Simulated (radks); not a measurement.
The numbers below are computed, except where a source is named.
Removal energies from the bismuth ion Bi3+, [Hg], by Delta-SCF beside the eigenvalue of the level emptied. Code: a radial shooting solver on a logarithmic mesh with Libxc functionals. Model: Dirac Kohn-Sham, relativistic LDA (MacDonald-Vosko exchange, VWN5 correlation), spin-unpolarised, spherical densities, finite nucleus; Fermi nuclear charge, rms radius of each element as measured or else 0.836 A^(1/3) + 0.57 fm. Sub-shells are occupied by j as written (lower j first in brackets).

6s1/2: final configuration [Xe] 4f14 5d10 6s1; Delta-SCF (eV) 45.763; -eigenvalue (eV) 40.326
5d5/2: final configuration [Xe] 4f14 5d(3/2: 4, 5/2: 5) 6s2; Delta-SCF (eV) 61.809; -eigenvalue (eV) 53.838
5d3/2: final configuration [Xe] 4f14 5d(3/2: 3, 5/2: 6) 6s2; Delta-SCF (eV) 65.041; -eigenvalue (eV) 56.901
5p3/2: final configuration [Kr] 4d10 4f14 5s2 5p(1/2: 2, 3/2: 3) 5d10 6s2; Delta-SCF (eV) 126.43; -eigenvalue (eV) 117.20
